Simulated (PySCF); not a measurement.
Compound: C5H9F2NSi2.
Atom-mapped SMILES: `[N:1]#[C:2][CH2:3][Si@@:4]1([F:5])[CH2:6][C@H:7]([F:8])[CH2:9][SiH2:10]1`

NICS is the negative of the GIAO shielding at a point without a nucleus: at the ring centre (0) and 1 Å above and below it (1); zz is the component along the ring normal. Level: GIAO PBE0/pcSseg-1 (PySCF, non-relativistic, gas phase) on the GFN2-xTB geometry, one conformer.

Ring bond lengths (Å), with Mayer bond orders in brackets: Si4–C6 1.916 (0.84), C6–C7 1.527 (1.03), C7–C9 1.525 (1.02), C9–Si10 1.920 (0.87), Si10–Si4 2.312 (0.91).

Question: Give the NICS values of each ring in ppm.

Answer: 
| ring | type | NICS(0) | NICS(1), two faces | NICS(1)zz, two faces | rms pucker (Å) | centre to ring atoms, mean (Å) |
| --- | --- | --- | --- | --- | --- | --- |
| Si4–C6–C7–C9–Si10 | 5-membered ring with 2 Si; formal bonds all single | -2.6 | -3.0 / -3.9 | -2.3 / -2.0 | 0.21 | 1.52 |

Question: What can be read from them?

Answer: 
- Si4–C6–C7–C9–Si10: mean NICS(1)zz -2.2 ppm, near zero. Si4, C6, C7, C9, Si10 have four or more neighbours, so the value isn't read as a sign of a π ring current.

Question: What field does 7.05 T along the ring normal induce along that normal at the second NICS(1) probe listed for ring Si4–C6–C7–C9–Si10, 1 Å off the ring?

Answer: NICSzz × B0 = -2.0 ppm × 7.05 T = -14 μT, against the applied field.

Question: Give the inner angles of the rings and the Hirshfeld charges of the ring atoms.

Answer: 
- Si4–C6–C7–C9–Si10: Si4 95.2° (+0.389 e), C6 108.0° (-0.176 e), C7 112.7° (+0.064 e), C9 108.4° (-0.165 e), Si10 91.3° (+0.248 e); sum 515.6° against 540° for a flat convex ring.

Question: How shielded are the nuclei of the rings and their hydrogens (means over atoms taken as equivalent)?

Answer: 
```
    atoms                  environment  σ isotropic (ppm)
      Si4       fluorine-bound silicon              293.5
       C6  sp3 carbon bound to silicon              156.2
       C7               sp3 C–F carbon               91.3
       C9  sp3 carbon bound to silicon              162.7
     Si10                 SiH2 silicon              431.8
  H on C6           methylene hydrogen              30.65
  H on C6           methylene hydrogen              29.89
  H on C7             methine hydrogen              25.89
  H on C9           methylene hydrogen              30.79
  H on C9           methylene hydrogen              29.59
H on Si10                Si–H hydrogen              27.85
H on Si10                Si–H hydrogen              27.62
```
